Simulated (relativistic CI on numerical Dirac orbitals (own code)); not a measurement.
**Slater and spin-orbit integrals, Gd²⁸⁺**

Method of calculation: Dirac-Coulomb-Breit CI, orbitals from a KLI potential per configuration, model QED (radiative potential, 1s self-energy scaled to tabulated hydrogen-like ionisation energies), unscaled Slater integrals (own radial code, finite nucleus).

Slater integrals F^k, G^k are unscaled and averaged over j, outside the closed core [Ar] 3d10; ζ comes from projecting the Hamiltonian with its Breit term on Σ l·s of the shell.

- 4s2.4p5.4d: ζ(4p) = 221670, F^2(4p,4d) = 193970, G^1(4p,4d) = 242020, G^3(4p,4d) = 154830, ζ(4d) = 27292 cm⁻¹; <r>(4p) = 0.5185, <r^2>(4p) = 0.3038, <r>(4d) = 0.5246, <r^2>(4d) = 0.3143 (bohr units).
- 4s.4p6.4d: G^2(4s,4d) = 191110, ζ(4d) = 27465 cm⁻¹; <r>(4s) = 0.5046, <r^2>(4s) = 0.286, <r>(4d) = 0.5248, <r^2>(4d) = 0.3145 (bohr units).
- 4s2.4p5.4f: ζ(4p) = 221050, F^2(4p,4f) = 196510, G^2(4p,4f) = 160470, G^4(4p,4f) = 117090, ζ(4f) = 3790.2 cm⁻¹; <r>(4p) = 0.5189, <r^2>(4p) = 0.3042, <r>(4f) = 0.5025, <r^2>(4f) = 0.2863 (bohr units).

Averages of the first 10 configurations, taken without configuration mixing, which lowers the lowest level and can move excited configurations by several eV; other configurations of the list can lie among them:

```
Configuration  Parity  States  Average energy above the lowest level (eV)
      4s2.4p6    even       1                                         0.3
   4s2.4p5.4d     odd      60                                       140.4
    4s.4p6.4d    even      20                                       253.2
   4s2.4p5.4f    even      84                                       290.6
    4s.4p6.4f     odd      28                                       403.7
   4s2.4p5.5s     odd      12                                       436.6
    4p6.4d.4f     odd     140                                       658.5
   4s2.4p5.5p    even      36                                       482.5
      4p6.4d2    even      45                                       509.9
      4p5.4d3     odd     720                                       647.3
```
